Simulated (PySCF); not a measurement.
# Computed spin Hamiltonian

Compound: C7H10N (doublet state).
Cartesian coordinates in Å at the GFN2-xTB level; atoms count from 1:
```xyz
18
C7H10N angstrom
C      1.6970   -0.7631    1.5678
N      0.5110   -0.5741    1.8464
C     -0.6027   -0.4013    0.9685
C     -0.5976   -1.3423   -0.2612
C     -0.1486   -0.5109   -1.4726
C     -0.3958    0.9366   -1.0898
C      0.6191    1.5569   -0.1827
C     -0.6540    1.0103    0.3872
H      2.4437   -0.8440    2.3444
H     -1.4888   -0.5819    1.5875
H      0.0558   -2.1960   -0.0856
H     -1.6103   -1.7139   -0.4205
H      0.9098   -0.6751   -1.6823
H     -0.7135   -0.7849   -2.3630
H     -0.9357    1.5613   -1.7867
H      0.7451    2.6292   -0.1978
H      1.5309    1.0078    0.0136
H     -1.3742    1.6918    0.8151
```

The hyperfine couplings belong to this conformer and change with its torsions.

The species is `[H]/[C]=N/[C@@H]1CC[C@@H]2C[C@@H]21` [radical].

Level of theory: UKS B3LYP, pcH-1 on C H N, non-relativistic, mean-field spin-orbit, GIAO in PySCF. Geometry: GFN2-xTB, one conformer, isolated molecule. The geometry wasn't refined by DFT: couplings that depend on bond lengths, twists or pyramidal angles can differ widely from those at the functional's own minimum. No stability test was run, so a lower SCF solution isn't excluded.

| Quantity | Value |
| --- | --- |
| g1, g2, g3 | 1.99867, 2.00225, 2.00339 |
| g_iso | 2.00144 |
| Form of g | rhombic: the two nearest values differ by 24 % of g3 − g1 |
| ⟨S²⟩ | 0.7528 (exact 0.7500) |
| Basis functions | 300 |

Hyperfine couplings atom by atom, in MHz; T1 to T3 are the principal values of the dipolar part; ρ(0) is the spin density at the nucleus:

```json
{"atom": "C1", "isotope": "13C", "a_iso": "207.8", "T1": "-53.4", "T2": "-48.5", "T3": "101.9", "Mulliken spin population": "0.62", "ρ(0) (bohr⁻³)": "0.1849"}
{"atom": "N2", "isotope": "14N", "a_iso": "19.1", "T1": "-19.2", "T2": "-16.3", "T3": "35.4", "Mulliken spin population": "0.24", "ρ(0) (bohr⁻³)": "0.0590"}
{"atom": "C3", "isotope": "13C", "a_iso": "45.7", "T1": "-7.0", "T2": "-5.2", "T3": "12.2", "Mulliken spin population": "0.02", "ρ(0) (bohr⁻³)": "0.0406"}
{"atom": "C4", "isotope": "13C", "a_iso": "3.5", "T1": "-2.8", "T2": "-1.3", "T3": "4.1", "Mulliken spin population": "0.02", "ρ(0) (bohr⁻³)": "0.0031"}
{"atom": "C5", "isotope": "13C", "a_iso": "2.8", "T1": "-0.6", "T2": "-0.6", "T3": "1.2", "Mulliken spin population": "0.00", "ρ(0) (bohr⁻³)": "0.0025"}
{"atom": "C6", "isotope": "13C", "a_iso": "1.9", "T1": "-0.9", "T2": "0.2", "T3": "0.7", "Mulliken spin population": "0.00", "ρ(0) (bohr⁻³)": "0.0017"}
{"atom": "C7", "isotope": "13C", "a_iso": "3.8", "T1": "-1.7", "T2": "-0.9", "T3": "2.6", "Mulliken spin population": "0.01", "ρ(0) (bohr⁻³)": "0.0034"}
{"atom": "C8", "isotope": "13C", "a_iso": "-3.1", "T1": "-0.7", "T2": "-0.6", "T3": "1.3", "Mulliken spin population": "0.00", "ρ(0) (bohr⁻³)": "-0.0028"}
{"atom": "H9", "isotope": "1H", "a_iso": "215.4", "T1": "-19.7", "T2": "-8.4", "T3": "28.2", "Mulliken spin population": "0.08", "ρ(0) (bohr⁻³)": "0.0482"}
{"atom": "H10", "isotope": "1H", "a_iso": "12.0", "T1": "-5.6", "T2": "-4.2", "T3": "9.8", "Mulliken spin population": "0.00", "ρ(0) (bohr⁻³)": "0.0027"}
{"atom": "H11", "isotope": "1H", "a_iso": "-2.2", "T1": "-3.9", "T2": "-2.3", "T3": "6.2", "Mulliken spin population": "0.00", "ρ(0) (bohr⁻³)": "-0.0005"}
{"atom": "H12", "isotope": "1H", "a_iso": "-1.6", "T1": "-2.2", "T2": "-1.2", "T3": "3.4", "Mulliken spin population": "0.00", "ρ(0) (bohr⁻³)": "-0.0004"}
{"atom": "H13", "isotope": "1H", "a_iso": "0.4", "T1": "-2.5", "T2": "-1.5", "T3": "4.0", "Mulliken spin population": "0.00", "ρ(0) (bohr⁻³)": "0.0001"}
{"atom": "H14", "isotope": "1H", "a_iso": "4.1", "T1": "-0.9", "T2": "-0.9", "T3": "1.8", "Mulliken spin population": "0.00", "ρ(0) (bohr⁻³)": "0.0009"}
{"atom": "H15", "isotope": "1H", "a_iso": "-0.7", "T1": "-1.0", "T2": "-0.7", "T3": "1.7", "Mulliken spin population": "0.00", "ρ(0) (bohr⁻³)": "-0.0002"}
{"atom": "H16", "isotope": "1H", "a_iso": "-0.4", "T1": "-1.5", "T2": "-1.1", "T3": "2.6", "Mulliken spin population": "0.00", "ρ(0) (bohr⁻³)": "-0.0001"}
{"atom": "H17", "isotope": "1H", "a_iso": "0.6", "T1": "-6.6", "T2": "-4.2", "T3": "10.9", "Mulliken spin population": "0.01", "ρ(0) (bohr⁻³)": "0.0001"}
{"atom": "H18", "isotope": "1H", "a_iso": "0.6", "T1": "-1.5", "T2": "-1.2", "T3": "2.7", "Mulliken spin population": "0.00", "ρ(0) (bohr⁻³)": "0.0001"}
```

The Mulliken spin populations are largest on C1 (+0.62), N2 (+0.24) and H9 (+0.08).

Under fast tumbling the dipolar parts average out, and these isotropic splittings remain: 1 × 1H (H9, I = 1/2, 2 lines) with 7.69 mT, 1 × 14N (N2, I = 1, 3 lines) with 0.68 mT, 1 × 1H (H10, I = 1/2, 2 lines) with 0.43 mT, 1 × 1H (H14, I = 1/2, 2 lines) with 0.15 mT, 1 × 1H (H11, I = 1/2, 2 lines) with 0.08 mT and 1 × 1H (H12, I = 1/2, 2 lines) with 0.06 mT.

The 13C coupling of C1 (207.8 MHz) shows only in satellite lines or after enrichment, since that isotope makes up about 1.07 % of natural carbon.

β density exceeds α density at some nuclei, such as C8 (-0.0028), spin density in bohr⁻³. In a single determinant that takes different orbitals for the two spins, that is spin polarisation.

The run took 2.2 min of wall time (grids of density and orbitals included) on one thread, Arm Neoverse N1 (aarch64) (shared host), and the process peaked at 0.97 GiB of memory.
